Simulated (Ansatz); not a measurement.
Consider the atomization: `C[SiH2]C(N)=O` → 2 C• + 7 H• + N• + O• + Si•.

Program: Ansatz. Geometries: PBE0-D4/def2-TZVP. ΔE: electronic, gas phase. CBS: MP2 limit from def2 TZ/QZ plus the TZ coupled-cluster correction, frozen cores. This one scheme is used for every species, atoms too. DFT in def2-TZVPP. HSE06 is defined as in plane-wave codes. Open shells (•) are unrestricted, without spin–orbit coupling. Spin–orbit coupling would lower the free atoms: a little for C, O, Si. One conformer a species, not always the lowest.

`C[SiH2]C(N)=O`:

```xyz
12

C     1.865   -0.245    0.527
Si    0.055   -0.675    0.532
C    -0.789    0.309   -0.889
N    -1.981    0.908   -0.659
O    -0.231    0.358   -1.971
H     2.429   -0.890    1.203
H     2.020    0.793    0.829
H     2.255   -0.367   -0.485
H    -0.598   -0.358    1.837
H    -0.172   -2.115    0.242
H    -2.434    1.408   -1.409
H    -2.419    0.875    0.243
```

CCSD(T)/CBS gives +46.79 eV.

Question: Another level gave +46.10 eV. Which?
A. BLYP-D4/def2-TZVPP
B. HSE06-D4/def2-TZVPP
C. revPBE/def2-TZVPP
D. CCSD/def2-TZVPP

Answer: C. revPBE 46.10, CCSD/def2-TZVPP 44.73, BLYP-D4 47.11, HSE06-D4 46.97 eV.

Largest T1 diagnostic among the species: 0.015.

At CCSD(T), def2-SVP lies −2.74 eV from the extrapolated value and def2-TZVPP −1.32 eV: correlation converges slowly with the basis, and small sets miss more of it in the bonded molecule than in its fragments. From BLYP to BHLYP (50 % exact exchange), in def2-TZVPP and without D4, ΔE moves by −1.46 eV: exact exchange takes away binding that semilocal exchange gives to molecules.

For atomizations the MP2-based limit and the directly extrapolated one differ by several kJ/mol either way, and by 10 to 25 for some Ge, Se and Sn compounds, so smaller differences from it don't rank the levels.
